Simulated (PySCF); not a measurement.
HOSi, SMILES O=[SiH], multiplicity 2.

Geometry optimised at PBE-D3(BJ)/def2-TZVPD. The isomer is the one that the SMILES or the coordinates give; other isomers of the formula were not compared.

Computed with PBE/def2-TZVPD run with PySCF.

The molecule is in vacuum.

Computed frontier levels, dipole moment and polarisability:
```yaml
"α spin, highest occupied and lowest empty level": -6.07 and -3.41 eV
"β spin, highest occupied and lowest empty level": -7.59 and -4.69 eV
dipole_moment: 3.09 D
quadrupole, principal values (traceless, Buckingham form, about the centre of nuclear charge): -2.90, 0.10, 2.80 D·Å
mean_static_polarisability: 35.3 bohr³ (5.23 Å³)
polarisability_principal_values: 29.6, 35.0, 41.3 bohr³
"⟨S²⟩": 0.754 (pure state 0.75)
```
